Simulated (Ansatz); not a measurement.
C₈H₁₁F₃N₂O₂⁻, that is 1-ethyl-3-methylimidazolium trifluoroacetate with one electron more. The state is a doublet with charge -1. Geometry PBE0-D4/def2-SVP; atoms count from 1.

Cartesian coordinates in Å:
```
C -1.8050 -2.7576 1.2531
C -1.1567 -2.6198 -0.1208
N -1.2513 -1.2986 -0.6822
C -2.4508 -0.7870 -1.1808
C -2.4049 0.5657 -1.0912
N -1.2134 0.9334 -0.5155
C -0.8858 2.2350 -0.0103
C -0.5419 -0.2235 -0.0782
H -1.6387 -3.7589 1.6817
H -2.8908 -2.5781 1.1939
H -1.3753 -2.0003 1.9269
H -0.0865 -2.8773 -0.0537
H -1.6067 -3.3315 -0.8358
H -3.1965 -1.4266 -1.6501
H -3.1193 1.3064 -1.4476
H 0.2140 2.3591 0.0132
H -1.2779 2.3898 1.0166
H -1.3173 3.0046 -0.6690
H 0.5618 -0.2118 -0.0692
O 2.2924 2.5078 0.0707
C 2.9612 1.4650 0.0964
O 2.6459 0.2682 0.0458
C 4.5030 1.6701 0.2377
F 4.9592 1.1820 1.4090
F 5.1880 1.0313 -0.7299
F 4.8935 2.9524 0.1891
```

The highest occupied level of the relaxed charge -1 doublet lies above zero (up to 0.66 eV). By energy differences it is unbound by 0.15 eV (each at its own geometry, against the charge 0 singlet, at PBE0-D4/def2-SVP) and held by the finite basis.

Question: Estimate the Mulliken populations from the PBE0/def2-SVP orbitals of Ansatz.

Answer: 
```tsv
atom	charge (e)	spin (α − β)
C1	-0.08	0.03
C2	0.08	-0.01
N3	-0.33	0.14
C4	0.02	0.06
C5	0.06	-0.06
N6	-0.32	0.12
C7	0.08	-0.02
C8	0.05	0.67
H9	0.01	0.00
H10	0.02	0.00
H11	0.05	0.01
H12	0.05	0.00
H13	0.01	0.00
H14	0.00	0.00
H15	0.00	0.00
H16	0.09	0.00
H17	0.00	0.04
H18	0.00	0.00
H19	0.08	0.01
O20	-0.40	0.00
C21	0.12	0.00
O22	-0.41	0.00
C23	0.50	0.00
F24	-0.23	0.00
F25	-0.22	0.00
F26	-0.21	0.00
```
Mulliken values depend strongly on the basis.

Question: Where does the spin sit?

Answer: Summed by element: C 0.67, N 0.26, H 0.06, O 0.00, F 0.00, of 1 unpaired in all. Largest on single atoms: C8 0.67, N3 0.14, N6 0.12.

Question: And the Mayer bond orders between heavy atoms (over 0.3)?

Answer: C1–C2 1.08 (1.53 Å); C2–N3 1.02 (1.44 Å); N3–C4 1.09 (1.40 Å); N3–C8 1.04 (1.42 Å); C4–C5 1.63 (1.36 Å); C5–N6 1.16 (1.37 Å); N6–C7 0.98 (1.43 Å); N6–C8 1.08 (1.41 Å); O20–C21 1.74 (1.24 Å); C21–O22 1.74 (1.24 Å); C21–C23 0.85 (1.56 Å); C23–F24 1.08 (1.35 Å); C23–F25 1.08 (1.35 Å); C23–F26 1.10 (1.34 Å).
